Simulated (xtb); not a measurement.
Sn(H)3(Me) (CH6Sn), SMILES [CH3][SnH3]. All values are semi-empirical tight-binding results from xtb (GFN2-xTB unless named), good for trends rather than for accurate numbers. Geometry optimised at GFN2-xTB.

Optimised geometry:

Bonded distances (Å): Sn1–C2 2.146, Sn1–H3 1.658, Sn1–H4 1.658, Sn1–H5 1.658, C2–H6 1.084, C2–H7 1.084, C2–H8 1.084. Bond angles (°): C2–Sn1–H3 111.7, C2–Sn1–H4 111.7, C2–Sn1–H5 111.7, H3–Sn1–H4 107.2, H3–Sn1–H5 107.2, H4–Sn1–H5 107.2, Sn1–C2–H6 110.5, Sn1–C2–H7 110.5, Sn1–C2–H8 110.5, H6–C2–H7 108.4, H6–C2–H8 108.4, H7–C2–H8 108.4.
Charge 0, spin multiplicity 1.

For metal compounds this method's bond lengths and energies can be far off.

Estimate the properties. (Estimate from the structure and the level; the computed values follow.)


* **point group as xtb finds it**: C3v
* **orbital gap**: 7.43 eV
* **zero-point energy**: 34.1 kcal/mol
* **G − E(el) at 298.15 K (modified RRHO)**: 17.5 kcal/mol

Computed atomic charges and the Wiberg bond orders between heavy atoms:
charges (e) Sn1 0.02, C2 -0.12, H3 0.00, H4 0.00, H5 0.00, H6 0.04, H7 0.04, H8 0.04. Bond orders Sn1–C2 0.77.
